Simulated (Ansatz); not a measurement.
Steps of a relaxation of C2H8GaNSi, SMILES `C=[CH][Ga]([NH2])[SiH3]` with RKS PBE0-D4/def2-TZVP.

```sh
$ ansatz run in.yaml --threads 2 --pin off --events-out ev --progress --plain --max-ram 22528MiB --backend cuda --devices 0, --max-vram 18GiB
```

```yaml
crystal:
  periodic: [false, false, false]
  atoms:
    - {symbol: C, position_ang: [-2.475080, 0.102920, 0.051130]}
    - {symbol: C, position_ang: [-1.571510, -0.811550, 0.393160]}
    - {symbol: Ga, position_ang: [0.394680, -0.377000, 0.140680]}
    - {symbol: N, position_ang: [1.493640, -1.737790, 0.692910]}
    - {symbol: Si, position_ang: [1.352770, 1.635820, -0.749700]}
    - {symbol: H, position_ang: [-3.544910, -0.040370, 0.150700]}
    - {symbol: H, position_ang: [-2.173970, 1.063430, -0.358010]}
    - {symbol: H, position_ang: [-1.924200, -1.761580, 0.798710]}
    - {symbol: H, position_ang: [1.172460, -2.615310, 1.090320]}
    - {symbol: H, position_ang: [2.506770, -1.765110, 0.666910]}
    - {symbol: H, position_ang: [0.744410, 2.053690, -2.027280]}
    - {symbol: H, position_ang: [2.794760, 1.466350, -1.015690]}
    - {symbol: H, position_ang: [1.230190, 2.786510, 0.166180]}
basis:
  gaussian: {orbitals: def2-TZVP}
hamiltonian: {xc: pbe0, dispersion: d4}
relax: {f_tol: 0.005, max_steps: 150}
```

Positions (Å) and forces (eV/Å) along the path, 12 of 16 steps:

```xyz
13
step=1 energy=-63937.0687 eV
C    -2.475    0.103    0.051    0.094    0.086   -0.048
C    -1.572   -0.812    0.393    0.889    0.331   -0.168
Ga    0.395   -0.377    0.141   -0.784   -0.763    0.368
N     1.494   -1.738    0.693    0.332   -0.332    0.132
Si    1.353    1.636   -0.750    0.005   -0.072    0.003
H    -3.545   -0.040    0.151   -0.143   -0.078    0.042
H    -2.174    1.063   -0.358   -0.044    0.068   -0.028
H    -1.924   -1.762    0.799    0.135    0.056   -0.028
H     1.172   -2.615    1.090   -0.166    0.380   -0.163
H     2.507   -1.765    0.667   -0.297    0.287   -0.114
H     0.744    2.054   -2.027   -0.189    0.001   -0.216
H     2.795    1.466   -1.016    0.253   -0.106   -0.011
H     1.230    2.787    0.166   -0.085    0.143    0.230
13
step=2 energy=-63937.1435 eV
C    -2.473    0.137    0.032    0.086    0.035    0.008
C    -1.553   -0.762    0.376    0.328    0.037   -0.029
Ga    0.377   -0.406    0.160   -0.195   -0.177    0.061
N     1.521   -1.727    0.688    0.099   -0.238    0.095
Si    1.340    1.601   -0.737   -0.047   -0.119    0.061
H    -3.542   -0.028    0.148   -0.009   -0.055    0.007
H    -2.197    1.103   -0.386   -0.014    0.003   -0.006
H    -1.886   -1.714    0.789   -0.051    0.022    0.000
H     1.220   -2.611    1.073   -0.080    0.134   -0.047
H     2.530   -1.707    0.644   -0.184    0.185   -0.077
H     0.688    1.985   -2.017    0.005    0.051   -0.041
H     2.791    1.399   -0.989    0.050    0.052   -0.029
H     1.183    2.728    0.220    0.014    0.069   -0.005
13
step=3 energy=-63937.1540 eV
C    -2.455    0.138    0.037   -0.026   -0.017   -0.105
C    -1.534   -0.761    0.379   -0.003   -0.006    0.050
Ga    0.370   -0.418    0.158    0.101    0.022    0.010
N     1.504   -1.741    0.688    0.050   -0.131    0.055
Si    1.334    1.598   -0.732    0.003   -0.027   -0.002
H    -3.524   -0.043    0.138    0.022    0.005    0.048
H    -2.185    1.102   -0.390   -0.008   -0.001    0.025
H    -1.872   -1.709    0.795   -0.051    0.004   -0.012
H     1.198   -2.609    1.099   -0.036    0.043   -0.031
H     2.508   -1.714    0.621   -0.050    0.093   -0.031
H     0.686    1.997   -2.014    0.006    0.006    0.002
H     2.791    1.422   -0.994   -0.006    0.016   -0.005
H     1.181    2.739    0.215   -0.003   -0.008   -0.004
13
step=4 energy=-63937.1528 eV rejected
C    -2.453    0.129    0.015   -0.052    0.107    0.226
C    -1.532   -0.761    0.381   -0.083   -0.052   -0.068
Ga    0.370   -0.421    0.165    0.119    0.045   -0.042
N     1.501   -1.743    0.691    0.013   -0.081    0.036
Si    1.334    1.592   -0.733    0.016    0.027   -0.003
H    -3.520   -0.037    0.159    0.045   -0.031   -0.093
H    -2.183    1.101   -0.394   -0.008   -0.043   -0.064
H    -1.878   -1.705    0.802   -0.024    0.010    0.012
H     1.195   -2.623    1.075    0.002    0.026   -0.003
H     2.504   -1.696    0.639   -0.001    0.030   -0.020
H     0.689    1.998   -2.014   -0.004   -0.017    0.014
H     2.792    1.431   -0.999   -0.018   -0.006    0.008
H     1.180    2.736    0.213   -0.004   -0.015   -0.003
13
step=6 energy=-63937.1566 eV
C    -2.454    0.137    0.027   -0.012    0.014    0.015
C    -1.536   -0.759    0.383   -0.010   -0.006   -0.002
Ga    0.373   -0.423    0.165    0.014    0.009   -0.010
N     1.507   -1.745    0.689   -0.007   -0.026    0.012
Si    1.334    1.591   -0.730    0.003    0.009   -0.001
H    -3.522   -0.038    0.146    0.014    0.000   -0.009
H    -2.184    1.101   -0.401   -0.002   -0.006   -0.004
H    -1.887   -1.701    0.804   -0.003    0.003    0.002
H     1.205   -2.621    1.083    0.006    0.001    0.000
H     2.509   -1.694    0.625    0.003    0.012   -0.007
H     0.686    1.992   -2.011   -0.001   -0.004    0.004
H     2.792    1.428   -0.996   -0.004    0.001    0.001
H     1.177    2.731    0.217   -0.002   -0.004   -0.001
13
step=7 energy=-63937.1567 eV
C    -2.448    0.142    0.024   -0.007    0.009    0.009
C    -1.535   -0.759    0.384    0.009   -0.004   -0.002
Ga    0.376   -0.429    0.167   -0.016    0.035   -0.018
N     1.510   -1.750    0.690    0.013   -0.044    0.019
Si    1.327    1.590   -0.729    0.007   -0.003    0.003
H    -3.517   -0.027    0.141    0.008   -0.001   -0.006
H    -2.172    1.102   -0.407   -0.002   -0.002   -0.003
H    -1.892   -1.697    0.808   -0.006   -0.002    0.004
H     1.211   -2.627    1.084    0.003    0.004   -0.002
H     2.512   -1.698    0.625   -0.002    0.013   -0.007
H     0.674    1.989   -2.008   -0.003   -0.004    0.003
H     2.785    1.435   -0.998   -0.001    0.001    0.000
H     1.167    2.729    0.219   -0.004   -0.003    0.000
13
step=8 energy=-63937.1568 eV
C    -2.444    0.146    0.021   -0.002    0.000   -0.001
C    -1.536   -0.757    0.387    0.006    0.003    0.000
Ga    0.377   -0.433    0.169   -0.011    0.023   -0.011
N     1.513   -1.753    0.690    0.005   -0.021    0.008
Si    1.326    1.588   -0.727   -0.009   -0.007    0.003
H    -3.513   -0.019    0.136    0.001    0.001   -0.002
H    -2.164    1.102   -0.416    0.000    0.000    0.001
H    -1.898   -1.691    0.815    0.002   -0.001    0.002
H     1.218   -2.631    1.084    0.006   -0.001    0.000
H     2.514   -1.696    0.619    0.000    0.000   -0.001
H     0.666    1.982   -2.003    0.003    0.003    0.000
H     2.784    1.442   -0.999   -0.003    0.000    0.002
H     1.158    2.724    0.224    0.002    0.001   -0.002
13
step=9 energy=-63937.1569 eV
C    -2.443    0.146    0.020    0.001   -0.003    0.000
C    -1.535   -0.756    0.388   -0.003    0.000    0.001
Ga    0.378   -0.434    0.169   -0.007    0.001    0.001
N     1.513   -1.756    0.690   -0.004    0.008   -0.004
Si    1.323    1.587   -0.726    0.003    0.002   -0.001
H    -3.512   -0.018    0.135   -0.001    0.002    0.000
H    -2.162    1.101   -0.419    0.001    0.000    0.000
H    -1.898   -1.689    0.819    0.004    0.001    0.000
H     1.219   -2.634    1.084    0.004   -0.003    0.001
H     2.514   -1.697    0.617    0.003   -0.006    0.002
H     0.665    1.983   -2.003    0.000   -0.002   -0.001
H     2.781    1.441   -0.997   -0.001    0.001    0.000
H     1.155    2.724    0.223    0.000   -0.001    0.001
13
step=11 energy=-63937.1569 eV
C    -2.444    0.145    0.020    0.000    0.000    0.000
C    -1.536   -0.755    0.392    0.001   -0.001    0.000
Ga    0.376   -0.433    0.170    0.002   -0.001    0.001
N     1.513   -1.755    0.686   -0.003   -0.004    0.002
Si    1.324    1.588   -0.725    0.000    0.000    0.000
H    -3.514   -0.018    0.135    0.000   -0.001    0.001
H    -2.163    1.098   -0.424   -0.001    0.001   -0.001
H    -1.898   -1.686    0.827   -0.001    0.000    0.000
H     1.221   -2.635    1.080    0.000    0.004   -0.002
H     2.514   -1.697    0.611    0.003    0.001   -0.001
H     0.672    1.979   -2.006    0.000    0.000    0.000
H     2.783    1.442   -0.988    0.000    0.000    0.000
H     1.151    2.726    0.222    0.000    0.000    0.000
13
step=12 energy=-63937.1569 eV
C    -2.445    0.145    0.019    0.001    0.002    0.002
C    -1.536   -0.754    0.395    0.000    0.000    0.000
Ga    0.376   -0.432    0.171    0.003   -0.003   -0.002
N     1.513   -1.756    0.684    0.004    0.001   -0.001
Si    1.325    1.588   -0.724   -0.001    0.000    0.001
H    -3.514   -0.018    0.135    0.000   -0.001   -0.001
H    -2.164    1.096   -0.428   -0.001    0.000    0.000
H    -1.898   -1.683    0.834   -0.001    0.000    0.000
H     1.222   -2.636    1.076   -0.003    0.000    0.000
H     2.514   -1.698    0.606   -0.003    0.001    0.000
H     0.677    1.976   -2.009    0.000    0.000    0.000
H     2.785    1.443   -0.981    0.000    0.000    0.000
H     1.146    2.727    0.220    0.000    0.001   -0.001
13
step=14 energy=-63937.1569 eV
C    -2.445    0.145    0.021    0.000    0.003    0.002
C    -1.536   -0.753    0.397   -0.001    0.001   -0.002
Ga    0.376   -0.432    0.171    0.000    0.002    0.001
N     1.512   -1.757    0.682    0.007    0.002   -0.001
Si    1.325    1.588   -0.724    0.000    0.001   -0.001
H    -3.514   -0.019    0.137    0.001    0.000    0.000
H    -2.165    1.096   -0.427    0.000   -0.003   -0.001
H    -1.897   -1.682    0.837    0.000   -0.001   -0.001
H     1.220   -2.637    1.073   -0.002   -0.003    0.002
H     2.513   -1.700    0.604   -0.004    0.000    0.000
H     0.683    1.972   -2.013    0.001    0.000    0.000
H     2.787    1.447   -0.973    0.000    0.000    0.000
H     1.139    2.731    0.216   -0.001   -0.001    0.000
13
step=16 energy=-63937.1569 eV
C    -2.444    0.147    0.025   -0.001    0.000    0.001
C    -1.535   -0.752    0.397    0.000   -0.001    0.000
Ga    0.377   -0.432    0.169   -0.004    0.003   -0.002
N     1.512   -1.759    0.678   -0.004   -0.004    0.002
Si    1.326    1.589   -0.725    0.002    0.003   -0.001
H    -3.513   -0.018    0.145    0.000    0.001   -0.001
H    -2.166    1.099   -0.421    0.001    0.000    0.001
H    -1.896   -1.682    0.835    0.002    0.000    0.000
H     1.217   -2.638    1.069    0.003    0.001   -0.001
H     2.513   -1.704    0.600    0.003    0.000    0.000
H     0.697    1.961   -2.024    0.001   -0.001    0.002
H     2.792    1.455   -0.955   -0.004    0.001    0.001
H     1.120    2.735    0.206    0.001   -0.002   -0.002
```

It took 17 s on 2 threads of an AMD EPYC 7R13 on a shared host and a share of an NVIDIA H100 80 GB, with 0.92 GiB of host memory at the peak.
